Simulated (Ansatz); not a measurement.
Compare A (`CO[SiH2][SiH](O)F`) with its isomer B (`C[SiH](F)O[SiH2]O`).

Gas-phase electronic energies from Ansatz, PBE0-D4/def2-TZVP geometries. CCSD(T)/CBS adds triple-zeta CCSD(T) − MP2 to the extrapolated MP2 energy (def2 sets, frozen cores). Functionals use def2-TZVPP. B3LYP here is the variant with VWN-RPA as its local correlation; programs differ in this. One conformer a species, not always the lowest.

**Question.** Which is lower in electronic energy at CCSD(T)/CBS, and by how much? (An estimate is asked.)

**Answer.** Ansatz gave: B, by 62.5 kcal/mol.

**Question.** Give E(B) − E(A) in kcal/mol with B3LYP-D4, ωB97M-V, r2SCAN-D4, MP2/def2-TZVPP, B3LYP, B2PLYP, PBE0-D4. (Best estimate.)

**Answer.** Computed: B3LYP-D4 -60.0, ωB97M-V -62.9, r2SCAN-D4 -61.6, MP2/def2-TZVPP -65.0, B3LYP -59.2, B2PLYP -61.6, PBE0-D4 -58.2. None reverses the order clearly.

Largest T1 diagnostic: 0.012.

From PBE to PBE0 (25 % exact exchange), in def2-TZVPP and without D4, E(B) − E(A) moves by −3.0 kcal/mol. The D4 term adds −0.8 kcal/mol with B3LYP and −0.5 kcal/mol with PBE0; it sums over pairs of atoms, weighted by their polarisabilities, and B3LYP, whose exchange is more repulsive, gets the larger term.
